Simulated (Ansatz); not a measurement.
Ansatz (an electronic-structure program) input (CCSD(T)/def2-SVPD):

Ansatz 0.2 input:
```yaml
crystal:
  periodic: [false, false, false]
  atoms:
    - {symbol: C, position_ang: [3.34561155, -0.19157728, 0.12173488]}
    - {symbol: C, position_ang: [2.41693770, 0.51369666, -0.25180596]}
    - {symbol: C, position_ang: [1.34239486, 1.27575775, -0.64428846]}
    - {symbol: Sn, position_ang: [-0.51415048, -0.08142308, 0.03968715]}
    - {symbol: O, position_ang: [0.16892533, -1.15324996, 1.49565981]}
    - {symbol: O, position_ang: [-1.76396415, 1.30195672, 0.54988895]}
    - {symbol: O, position_ang: [-0.88840050, -0.99009928, -1.62461225]}
    - {symbol: H, position_ang: [4.16439523, -0.79680074, 0.44517050]}
    - {symbol: H, position_ang: [1.10006955, 1.30397469, -1.70562679]}
    - {symbol: H, position_ang: [1.10950493, 2.16803972, -0.06565925]}
    - {symbol: H, position_ang: [-0.26493199, -1.01086026, 2.34928861]}
    - {symbol: H, position_ang: [-2.46231145, 1.49054873, -0.09416499]}
    - {symbol: H, position_ang: [-0.70135200, -1.93987065, -1.63470030]}
basis:
  gaussian:
    orbitals: def2-SVPD
total_charge: 1
magnetization: {spin_polarized: true, initial_magnetization: 1}
correlation: {method: ccsd_t, electrons: outside_noble_gas}
```

End of the output:

```
integrals: 1.96 GiB planned
2173 factors; integrals over basis functions are off by at most 1.2e-3 eV
1.42 GiB of device memory are held for the factors and their scratch space
mean field: 1.91 GiB planned
mean field evaluation 1: about -15076.5221 eV, gradient 5.3e1 eV
mean field evaluation 2: about -15076.6610 eV, gradient 5.3e1 eV
mean field evaluation 4: about -15087.4856 eV, gradient 3.5e0 eV
mean field evaluation 8: about -15087.6716 eV, gradient 6.4e-1 eV
mean field evaluation 16: about -15087.7102 eV, gradient 6.8e-4 eV
mean field evaluation 32: about -15074.8138 eV, gradient 5.4e1 eV
mean field evaluation 64: about -15086.4726 eV, gradient 3.9e-3 eV
mean field evaluation 96: about -15086.4726 eV, gradient 1.5e-2 eV
mean field evaluation 128: about -15084.4205 eV, gradient 7.0e-2 eV
mean field evaluation 160: about -15083.9386 eV, gradient 2.9e0 eV
mean field evaluation 192: about -15083.7073 eV, gradient 2.1e-2 eV
mean field -15087.71016407 eV, -554.4631217123 hartree, gradient 2.6e-6 eV, S^2 0.872848; 3 other end points of the search recorded, 0 dependent functions left out
determinant -15087.71016407 eV, -554.4631217123 hartree, with singles and doubles -15117.72841055 eV, -555.5662719232 hartree
determinant -15086.47263701 eV, -554.4176434316 hartree, with singles and doubles -15116.21542026 eV, -555.5106705558 hartree
determinant -15084.42251128 eV, -554.3423027009 hartree, with singles and doubles -15114.24817300 eV, -555.4383755525 hartree
15 core orbitals not correlated
reference -15087.71016407 eV, -554.4631217123 hartree; 20, 19 occupied and 174, 175 virtual orbitals, 2173 factors
second order -28.88954395 eV of doubles, -0.00000000 eV of singles
coupled cluster: 10.13 GiB planned
cycle   1  -29.94974403 eV  change   -7.8e-1 eV  update   3.8e-2
cycle   2  -30.00779806 eV  change   -5.8e-2 eV  update   9.4e-3
cycle   3  -30.00938881 eV  change   -1.6e-3 eV  update   5.4e-3
cycle   4  -30.01368942 eV  change   -4.3e-3 eV  update   2.4e-3
cycle   5  -30.01546082 eV  change   -1.8e-3 eV  update   1.5e-3
cycle   6  -30.01745005 eV  change   -2.0e-3 eV  update   8.4e-4
cycle   7  -30.01792348 eV  change   -4.7e-4 eV  update   3.8e-4
cycle   8  -30.01790419 eV  change    1.9e-5 eV  update   1.7e-4
cycle   9  -30.01786262 eV  change    4.2e-5 eV  update   9.2e-5
cycle  10  -30.01778507 eV  change    7.8e-5 eV  update   4.5e-5
cycle  11  -30.01775443 eV  change    3.1e-5 eV  update   2.1e-5
coupled cluster: 10.13 GiB planned
perturbative correction -1.10421849 eV, -0.0405792811 hartree
Total energy: -15118.83213699 eV, -555.6068331219 hartree
```

The determinant is spin-contaminated: <S^2> is 0.87 against 0.75 for a pure state.
